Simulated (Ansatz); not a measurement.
Mulliken charges of BrCl₂FSn, SMILES `[F][Sn]([Cl])([Cl])[Br]` from PBE/def2-TZVPP in Ansatz (PBE0-D4/def2-TZVP geometry).

```csv
atom,x (Å),y (Å),z (Å),charge (e)
F1,-0.500,-0.161,1.845,-0.390
Sn2,0.000,-0.032,0.023,1.158
Cl3,1.885,-1.293,-0.235,-0.270
Cl4,-1.725,-0.898,-1.196,-0.270
Br5,0.389,2.309,-0.479,-0.227
```

**Question.** By hand: the dipole of these point charges (1 e Å = 4.8032 D).

**Answer.** Σ q r = (0.063, 0.093, -0.198) e Å, of length 0.228 e Å = 1.10 D.

**Question.** How does the dipole of the full density compare? (Best estimate.)

**Answer.** Computed: (0.074, 0.122, -0.230) e Å, 1.30 D; the point charges give 0.85 times that, at 3° from its direction.

Point charges leave out the atoms' own dipoles, such as those of lone pairs, and Mulliken's split depends on the basis, so the two needn't agree.
